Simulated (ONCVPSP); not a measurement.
## Cs: one change to an ONCV potential, before and after

```
Element                 : Cs
Generator               : ONCVPSP 4.0.1
Type                    : optimised norm-conserving Vanderbilt (ONCV)
Functional              : PBE
Relativity              : fully relativistic
Frozen core             : [Kr] 4d10
Valence charge          : 9
Reference configuration : 5s2 5p6 6s1
Partial waves           : 5s+6s: rc 2.55 bohr, ncon 4, nbas 7, qcut 3.7 1/bohr, 3 projectors, debl 3.5 Ha; 5p: rc 3.05 bohr, ncon 3, nbas 6, qcut 3.7 1/bohr, 1 projector; d scattering state at 0.11 Ha: rc 2.55 bohr, ncon 4, nbas 9, qcut 4.1 1/bohr, local
Local potential         : the d channel
Core correction         : polynomial model core, fcfact 0.7
```

Open shells are filled in proportion to 2j + 1.

In the d channel the program set the typed energies aside and used 0.050 Ha (j = l + 1/2; the other j can differ).

Change: s: qcut 2.3.

Cutoffs: the cutoffs (Ha) at which the residual kinetic energy of the hardest occupied pseudo-wave falls to 1 and 0.1 mHa per electron; they do not see the model core or the augmentation charge, which bear on the density cutoff. Errors are all-electron minus pseudo energies relative to the spin-unpolarised reference configuration.

Problem. What does the change do?

Solution. The potential gets harder (5.9 Ha and 13 Ha → 15 Ha and 19 Ha); of the 4 tests that both files solve, the error grows in 0 and shrinks in 1 by more than 15 % and 0.3 meV (median size 1.5 → 0.8 meV); neither file shows a bound ghost.

| quantity | base | changed |
| --- | --- | --- |
| cutoff, loose | 5.9 Ha | 15 Ha |
| cutoff, tight | 13 Ha | 19 Ha |
| loose cutoff by channel | s 5.9 Ha, p 4.2 Ha | s 15 Ha, p 4.2 Ha |
| bound ghosts | none | none |
| GHOST(+) flags under 300 eV | s at 189.6 eV | none |
| error for 5s2 5p6 6s0, meV [ΔE 3.86 eV] | 0.0 | -0.2 |
| error for 5s2 5p6 6s0.5, meV [ΔE 1.47 eV] | 0.0 | 0.0 |
| error for 5s2 5p6 6s0 6p1, meV [ΔE 1.37 eV] | +21 | +21 |
| error for 5s2 5p5 6s1, meV [ΔE 17.91 eV] | -3.0 | -1.5 |
| s: phases at 2.58 bohr within 0.05 rad from the reference energy up to (Ha; the scan ends near 5) | to the end of the scan | to the end of the scan |
| p3/2: phases at 3.09 bohr within 0.05 rad from the reference energy up to (Ha; the scan ends near 5) | 0.2 | 0.2 |
| p1/2: phases at 3.09 bohr within 0.05 rad from the reference energy up to (Ha; the scan ends near 5) | 0.2 | 0.2 |
| d5/2: phases at 2.58 bohr within 0.05 rad from the reference energy up to (Ha; the scan ends near 5) | 1.8 | 1.8 |
| d3/2: phases at 2.58 bohr within 0.05 rad from the reference energy up to (Ha; the scan ends near 5) | 1.9 | 1.9 |
| rms error of d²Exc/dni dnj with the model core, mHa | 1.98 | 1.68 |

Base: The cutoffs count occupied waves only; projector 3 of the s channel, the hardest unoccupied one, needs 26 Ha at the loose tolerance. These tests converged, but a pseudo level misses the all-electron one widely, so the file describes the atom poorly there or has found another state: 5s2 5p6 6s0 6p1: empty 6s by 2.9 eV. Changed file: These tests converged, but a pseudo level misses the all-electron one widely, so the file describes the atom poorly there or has found another state: 5s2 5p6 6s0 6p1: empty 6s by 2.9 eV.
